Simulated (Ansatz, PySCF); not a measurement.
Molecule: digallium oxide, Ga$_{2}$O (charge 0, singlet). SMILES: [Ga][O][Ga]
Geometry: optimised at B3LYP-D3(BJ)/def2-TZVP (Ansatz, a program for electronic structure).

Wanted: vertical ionisation energy (to the doublet state of charge +1; each state is the SCF solution reached for its spin), in eV. Valence correlation only, unless marked. Open shells are spin-unrestricted. Spin-orbit coupling is left out. The frozen core is the preceding noble-gas configuration, with the filled d and f shells of earlier blocks. No relativistic terms. 

```tsv
level	program	vertical ionisation energy (eV)
SVWN5/def2-TZVPD	Ansatz	8.38
PBE/def2-TZVPD	Ansatz	8.09
r2SCAN/def2-TZVPD	Ansatz	8.20
B3LYP/def2-TZVPD	Ansatz	8.28
PBE0/def2-TZVPD	Ansatz	8.18
BHLYP/def2-TZVPD	Ansatz	8.24
CAM-B3LYP/def2-TZVPD	Ansatz	8.48
wB97M-V/def2-TZVPD	Ansatz	8.47
wB97X-V/def2-TZVPD	Ansatz	8.48
CCSD/aug-cc-pVDZ	Ansatz	8.30
CCSD/aug-cc-pVTZ	Ansatz	8.35
CCSD(T)/aug-cc-pVDZ	Ansatz	8.29
CCSD(T)/aug-cc-pVTZ	Ansatz	8.35
```

For comparison, minus the highest occupied orbital energy (PySCF): 5.56 eV at BP86/def2-TZVPD, 5.82 eV at TPSSh/def2-TZVPD, 5.40 eV at M06-L/def2-TZVPD.
